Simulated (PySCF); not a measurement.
C2H9GeNO2, SMILES [NH2][Ge]([CH2]C)([OH])[OH], singlet (GFN2-xTB optimised geometry):

```
15

C     -0.483     1.598     1.203
C     -0.962     0.802     0.000
Ge    -0.240    -1.060     0.000
N      1.582    -1.060     0.000
O     -0.949    -2.061    -1.299
O     -0.675    -1.966     1.417
H      0.601     1.667     1.203
H     -0.788     1.110     2.125
H     -0.900     2.604     1.184
H     -0.660     1.301    -0.921
H     -2.051     0.745    -0.005
H      2.051    -0.709    -0.821
H      2.006    -1.935     0.271
H     -0.921    -1.712    -2.185
H     -1.369    -2.604     1.262
```

Method: PBE0/def2-TZVP run with PySCF 2.14.0.

Question: What are the frontier orbital energies and the dipole moment?

Answer: HOMO-2 -8.80 eV, HOMO-1 -7.91 eV, HOMO -7.36 eV, LUMO 0.36 eV, LUMO+1 1.30 eV; dipole moment 2.37 D.

On the same geometry PBE/def2-TZVP run with PySCF 2.14.0 gives HOMO-2 -6.99 eV, HOMO-1 -6.50 eV, HOMO -5.84 eV, LUMO -0.50 eV, LUMO+1 0.43 eV; dipole moment 2.25 D.

Meta-Löwdin charges at PBE0/def2-TZVP: C1 -0.34, C2 -0.43, Ge3 1.26, N4 -0.73, O5 -0.77, O6 -0.75, H7 0.12, H8 0.12, H9 0.11, H10 0.12, H11 0.12, H12 0.23, H13 0.24, H14 0.34, H15 0.35.
